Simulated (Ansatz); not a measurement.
`F[SiH2]O[SiH2][SiH3]` + `[CH2]1[NH][AlH]1` → `[SiH3][SiH2][N]1[CH2][AlH]1` + `O[SiH2]F`  (ligand exchange at the Si–O bond)

Calculated with Ansatz (gas phase, PBE0-D4/def2-TZVP geometries, no zero-point term in ΔE). CCSD(T)/CBS is the MP2 limit (def2-TZVPP, def2-QZVPP) plus CCSD(T) − MP2 in def2-TZVPP, frozen cores. DFT in def2-TZVPP. One conformer a species, not always the lowest.

`F[SiH2]O[SiH2][SiH3]`:

Cartesian coordinates in Å:
```
F 2.362 1.837 -0.265
Si 2.158 0.321 0.183
O 0.806 0.190 1.060
Si -0.842 0.165 1.044
Si -1.661 -0.570 -1.029
H 3.309 -0.059 1.026
H 2.048 -0.484 -1.055
H -1.349 1.531 1.340
H -1.287 -0.747 2.130
H -1.200 -1.954 -1.318
H -3.149 -0.555 -0.995
H -1.194 0.326 -2.121
```

`[CH2]1[NH][AlH]1`:

Cartesian coordinates in Å:
```
C -0.111 0.839 0.027
N -0.566 -0.500 -0.494
Al 0.805 -0.777 0.507
H 0.268 1.532 -0.729
H -0.811 1.343 0.697
H -1.360 -0.575 -1.105
H 1.775 -1.862 1.098
```

`[SiH3][SiH2][N]1[CH2][AlH]1`:

```xyz
13

Si    0.657   -2.069    0.654
Si   -1.071   -0.517    0.305
N    -0.519    0.870   -0.531
C     0.573    1.803    0.000
Al   -0.221    2.132   -1.696
H     1.781   -1.465    1.425
H     0.168   -3.252    1.416
H     1.208   -2.550   -0.645
H    -2.152   -1.161   -0.495
H    -1.638   -0.161    1.643
H     1.550    1.330    0.118
H     0.294    2.343    0.906
H    -0.630    2.697   -3.101
```

`O[SiH2]F`:

Cartesian coordinates in Å:
```
O 0.150 -1.177 -0.460
Si -0.097 0.249 0.290
F -1.176 1.126 -0.493
H 0.626 -1.191 -1.291
H -0.641 -0.071 1.622
H 1.139 1.065 0.332
```

```tsv
level	ΔE (kJ/mol)
PBE-D4	22.1
PBE0-D4	24.3
ωB97M-V	27.9
PBE	24.0
MP2/def2-TZVPP	21.9
SCS-MP2/def2-TZVPP	26.5
MP2/def2-QZVPP	23.5
CCSD/CBS(def2)	30.4
```

**Question.** What does CCSD(T)/CBS give? (An estimate is asked.)

**Answer.** Computed: +27.5 kJ/mol. The listed levels differ from it by -5.4, -3.2, 0.4, -3.5, -5.6, -1.0, -4.0, 2.9 kJ/mol.

Largest T1 diagnostic among the species: 0.015.

The D4 term adds −3.1 kJ/mol with B3LYP and −1.7 kJ/mol with PBE0; it sums over pairs of atoms, weighted by their polarisabilities, and B3LYP, whose exchange is more repulsive, gets the larger term. In def2-TZVPP, CCSD(T) changes the Hartree–Fock value by −13.6 kJ/mol (the triples alone add −2.9 kJ/mol) and MP2 by −17.4 kJ/mol.

B3LYP here is the variant with VWN-RPA as its local correlation; programs differ in this.
